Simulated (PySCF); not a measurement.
Worked example: dipole moment from atomic charges

SiBr2, SMILES Br[Si]Br (connectivity only; charge and spin as stated), neutral, multiplicity 1. Atoms are numbered in the order given.

```xyz
3

Si     0.0000     0.0000     1.1854
Br     0.0000     1.7683    -0.2371
Br     0.0000    -1.7683    -0.2371
```
Charge 0, spin multiplicity 1.

Geometry optimised at B3LYP-D3(BJ)/def2-TZVP. The isomer is the one that the SMILES or the coordinates give; other isomers of the formula were not compared.

Charges (e) from PBE0/def2-TZVPD run with PySCF:

```
atom     IAO  ESP fit
----  ------  -------
Si1    0.434    0.160
Br2   -0.217   -0.080
Br3   -0.217   -0.080
```

The dipole moment of the full density is 0.96 D.

**Question.** What dipole moment does each set of point charges give, and which comes closer to that of the density?

**Answer.** 
μ = Σ q r, and 1 e Å = 4.8032 D.
IAO: Σ q r = (0.000, 0.000, 0.617) e Å, |μ| = 2.97 D.
ESP fit: Σ q r = (0.000, 0.000, 0.228) e Å, |μ| = 1.09 D.
ESP fit comes closer in size. Point charges leave out the atoms' own dipoles (lone pairs, polarised bonds); fits to the potential absorb them, partitions of the density don't.
